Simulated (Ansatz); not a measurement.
C₂H₄ClNOSi (`O[SiH](Cl)C1=CN1`), charge 0, multiplicity 1.

(1) Give a relaxed structure at PBE0-D4/def2-TZVP (Ansatz). (Best estimate.)

Results:

(1) The calculation gave: 
Z-matrix (Å, degrees):
```
Si
Cl 1 2.051
C 1 1.822 2 105.8
O 1 1.628 2 112.4 3 121.5
H 1 1.472 2 108.4 3 -121.3
C 3 1.281 1 159.5 2 5.7
N 3 1.562 1 138.7 2 161.4
H 4 0.959 1 118.2 2 -76.4
H 6 1.077 3 152.6 1 -12.4
H 7 1.024 3 107.9 1 90.3
```
This is one stationary point; other conformers may exist.
